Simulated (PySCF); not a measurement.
Nuclear quadrupole coupling in `C=C(C)[C@@H]1C=C(OC)C[SiH2]1`

Compound: C8H14OSi.
Structure used (GFN2-xTB), in Å, numbered top down from 1:
```
atom  x, y, z in Å
C1    -2.595   -0.828    1.724
C2    -1.700   -0.239    0.946
C3    -1.740    1.231    0.661
C4    -0.597   -1.005    0.276
C5     0.734   -0.314    0.404
C6     1.369    0.069   -0.698
O7     2.571    0.714   -0.791
C8     3.222    1.050    0.406
C9     0.750   -0.218   -2.037
Si10  -0.833   -1.190   -1.622
H11   -3.399   -0.280    2.186
H12   -2.566   -1.886    1.925
H13   -2.556    1.710    1.197
H14   -0.802    1.700    0.955
H15   -1.871    1.401   -0.407
H16   -0.537   -1.989    0.753
H17    1.110   -0.146    1.402
H18    4.143    1.554    0.118
H19    3.463    0.158    0.994
H20    2.613    1.725    1.016
H21    1.459   -0.771   -2.652
H22    0.565    0.722   -2.558
H23   -0.767   -2.590   -2.052
H24   -2.050   -0.559   -2.137
```

Field gradients from the PBE0/pcSseg-1 density (PySCF, non-relativistic), principal values in atomic units, ordered |Vxx| ≤ |Vyy| ≤ |Vzz|:

```csv
atom,Vxx,Vyy,Vzz
O7,-0.3016,-1.5916,1.8932
```

**Question.** Find the asymmetry η = (Vxx − Vyy)/Vzz and the couplings χ = eQV/h (234.96 MHz × Q in barn × V in au), with Q(17O) = −0.0256 b.

**Answer.** 
```json
{"atom": "O7", "environment": "ether oxygen", "nucleus": "17O", "η": "0.68", "χzz (MHz)": "-11.39", "χxx (MHz)": "1.81", "χyy (MHz)": "9.57"}
```

The tensor is traceless: Vxx + Vyy + Vzz = 0.

**Question.** What is Vzz at O7 in SI units (1 au = 9.71736 × 10²¹ V/m²)?

**Answer.** 1.8932 au = 18.397 × 10²¹ V/m².

**Question.** And the gradient at the other heavy atoms, for which no coupling is worked out here?

**Answer.** 
| atom | environment | Vzz (au) | η |
| --- | --- | --- | --- |
| C1 | terminal =CH2 carbon | 0.212 | 0.54 |
| C2 | fully substituted alkene carbon | 0.335 | 0.64 |
| C3 | allylic carbon | 0.048 | 0.90 |
| C4 | sp3 carbon bound to silicon | -0.097 | 0.52 |
| C5 | alkene CH carbon | -0.122 | 0.53 |
| C6 | vinylic carbon bearing oxygen | -0.358 | 0.15 |
| C8 | methoxy carbon | 0.410 | 0.07 |
| C9 | sp3 carbon bound to silicon | 0.103 | 0.90 |
| Si10 | SiH2 silicon | 0.228 | 0.24 |

**Question.** What couplings would deuterons (Q(2H) = 0.00286 b) have in place of the hydrogens, at this geometry?

**Answer.** 
| atom | bonded to | bond length (Å) | Vzz (au) | η | χzz (kHz) |
| --- | --- | --- | --- | --- | --- |
| H11 | C1 | 1.077 | 0.3389 | 0.07 | 228 |
| H12 | C1 | 1.077 | 0.3393 | 0.07 | 228 |
| H13 | C3 | 1.087 | 0.3160 | 0.03 | 212 |
| H14 | C3 | 1.089 | 0.3110 | 0.02 | 209 |
| H15 | C3 | 1.090 | 0.3117 | 0.04 | 209 |
| H16 | C4 | 1.095 | 0.3017 | 0.04 | 203 |
| H17 | C5 | 1.079 | 0.3346 | 0.09 | 225 |
| H18 | C8 | 1.089 | 0.3051 | 0.07 | 205 |
| H19 | C8 | 1.095 | 0.2917 | 0.07 | 196 |
| H20 | C8 | 1.095 | 0.2913 | 0.08 | 196 |
| H21 | C9 | 1.090 | 0.3153 | 0.04 | 212 |
| H22 | C9 | 1.090 | 0.3146 | 0.04 | 211 |
| H23 | Si10 | 1.465 | 0.1616 | 0.00 | 109 |
| H24 | Si10 | 1.464 | 0.1627 | 0.01 | 109 |

Geometry: GFN2-xTB, one conformer, isolated molecule. GFN2-xTB bond lengths can be off by several hundredths of an ångström, more for odd bonds, and the gradients follow them. The small basis limits the accuracy of the gradients.

These values come from a run that also computed NMR shieldings. Time: 2.4 min wall (grids of density and orbitals included); peak memory 1.2 GiB. Hardware: one thread of an Arm Neoverse N1, no GPU (shared host).
